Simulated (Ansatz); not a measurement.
System: sum formula H₄Si₂OCl, net charge 0, doublet state. It need not be the lowest isomer of its formula. SMILES: Cl[SiH]O[SiH3]
Coordinates optimised at B3LYP-D3(BJ)/def2-TZVP (Ansatz, an electronic-structure program):
```xyz
8

Si    -2.0895     0.1230    -0.1980
O     -0.6079     0.8466    -0.3020
Si     0.9579     0.7771     0.1410
Cl     1.5596    -1.2090     0.2743
H     -2.1072    -1.0912    -1.0406
H     -2.3734    -0.2397     1.2080
H     -3.0911     1.0943    -0.6818
H      1.7642     1.4153    -0.9357
```
Charge 0, spin multiplicity 2.

Parts of the frozen-core correlation energy in aug-cc-pV(T+d)Z (Ansatz, hartree). Frozen orbitals: 16; correlated occupied orbitals by spin: 13 and 12; virtual: 274 and 275. UHF or UKS for open shells. Spin-orbit coupling is left out. No relativistic terms.

```
term                             value
-------------------------  -----------
reference (HF)             -1114.75542
MP2 opposite-spin             -0.50874
MP2 same-spin                      [?]
CCSD correlation                   [?]
(T)                                [?]
T1 diagnostic                    0.014
largest doubles amplitude        0.010
<S^2> of the reference           0.755
```

Task: Fill in the missing entries.

Result: 
- MP2 same-spin, value: -0.14966
- CCSD correlation, value: -0.70426
- (T), value: -0.02799
